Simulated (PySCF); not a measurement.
Task: Write Cartesian coordinates for `FCC#CC#CC(Cl)Cl` as optimised with GFN2-xTB.

Result: 
```
atom  x, y, z in Å
F1    -3.7491    1.3198    0.8026
C2    -3.3057    0.0368    0.5725
C3    -1.8835    0.0090    0.3212
C4    -0.6936    0.0535    0.1193
C5     0.6414    0.0596   -0.1128
C6     1.8318    0.1313   -0.3113
C7     3.2383    0.1242   -0.5569
Cl8    4.0786   -0.8775    0.6781
Cl9    3.5795   -0.5441   -2.1914
H10   -3.8598   -0.3417   -0.2965
H11   -3.5526   -0.5518    1.4659
H12    3.6761    1.1243   -0.5169
```

Orientation and origin are arbitrary. Atoms count from 1 in this order. The 5 C–C bonds span 1.208 Å (C3≡C4, drawn triple) to 1.444 Å (C2–C3, drawn single), a spread of 0.236 Å.

Bonds between heavy atoms (Å): F1–C2 1.377, C2–C3 1.444, C3≡C4 1.208, C4–C5 1.355, C5≡C6 1.209, C6–C7 1.428, C7–Cl8 1.799, C7–Cl9 1.799.

The geometry is computed with GFN2-xTB (gas phase).

Point group: Cs (tolerance 0.08 Å). Stationary, but not proved a minimum.
